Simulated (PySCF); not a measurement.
Mapped SMILES: `[NH2:1][C:2](=[O:3])[SiH2:4][SiH3:5]`; H(Xn) means a hydrogen on atom n.

GIAO PBE0/pcSseg-1 shifts (PySCF 2.14, gas phase, non-relativistic, equivalent atoms averaged), each against references optimised in the same way as the molecule (NH3, TMS, H2O).

On the GFN2-xTB geometry: N1 132.7, C2 183.0, O3 518.7, Si4 -85.7, Si5 -118.4, H(N1) 5.30, H(Si4) 4.36, H(Si5) 3.53 ppm.

What changes on the PBE0-D3(BJ)/def2-SVP geometry?

Results:


```json
{"atoms": "N1", "δ (ppm)": "136.1", "change": "+3.4"}
{"atoms": "C2", "δ (ppm)": "179.9", "change": "-3.1"}
{"atoms": "O3", "δ (ppm)": "504.0", "change": "-14.7"}
{"atoms": "Si4", "δ (ppm)": "-84.1", "change": "+1.6"}
{"atoms": "Si5", "δ (ppm)": "-104.8", "change": "+13.6"}
{"atoms": "H(N1)", "δ (ppm)": "5.08", "change": "-0.22"}
{"atoms": "H(Si4)", "δ (ppm)": "4.14", "change": "-0.22"}
{"atoms": "H(Si5)", "δ (ppm)": "3.61", "change": "+0.08"}
```

Bonds between heavy atoms that differ most (equivalent bonds averaged): Si4–Si5 2.305 → 2.339 Å, C2–Si4 1.921 → 1.934 Å, N1–C2 1.350 → 1.354 Å. Mean change of bonds to hydrogen: N–H +0.006 Å, Si–H +0.027 Å.
